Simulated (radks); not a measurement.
Charge is removed step by step from the 3d down level of Ga, starting from [Ar] 3d(up 5, down 5) 4s2 4p1. All-electron calculation, scalar-relativistic Kohn-Sham, PBE, spin-polarised, spherical densities, finite nucleus; open shells are filled with parallel spins first; Fermi nuclear charge, rms radius 3.9973 fm. Program: a radial shooting solver on a logarithmic mesh with Libxc functionals.

removed (e) = 0: E - E(0) (eV) 0.000; eigenvalue (eV) -19.047; E minus straight line (eV) 0.000
removed (e) = 0.125: E - E(0) (eV) 2.499; eigenvalue (eV) -20.960; E minus straight line (eV) -0.910
removed (e) = 0.25: E - E(0) (eV) 5.242; eigenvalue (eV) -22.947; E minus straight line (eV) -1.576
removed (e) = 0.375: E - E(0) (eV) 8.238; eigenvalue (eV) -25.001; E minus straight line (eV) -1.989
removed (e) = 0.5: E - E(0) (eV) 11.494; eigenvalue (eV) -27.118; E minus straight line (eV) -2.142
removed (e) = 0.625: E - E(0) (eV) 15.019; eigenvalue (eV) -29.293; E minus straight line (eV) -2.026
removed (e) = 0.75: E - E(0) (eV) 18.819; eigenvalue (eV) -31.525; E minus straight line (eV) -1.635
removed (e) = 0.875: E - E(0) (eV) 22.901; eigenvalue (eV) -33.810; E minus straight line (eV) -0.962
removed (e) = 1: E - E(0) (eV) 27.272; eigenvalue (eV) -36.146; E minus straight line (eV) 0.000

Removing the whole electron costs 27.272 eV by Delta-SCF, against 19.047 eV from minus the eigenvalue at the starting occupation. Slater's transition state (half an electron removed) gives 27.118 eV. Integrating minus the eigenvalue over the occupation (Janak's theorem) gives 27.276 eV. In this scalar-relativistic scheme the density is built from large components alone, so the theorem holds only approximately. The mean slope of the eigenvalue, de/dn, is 17.1 eV per electron.
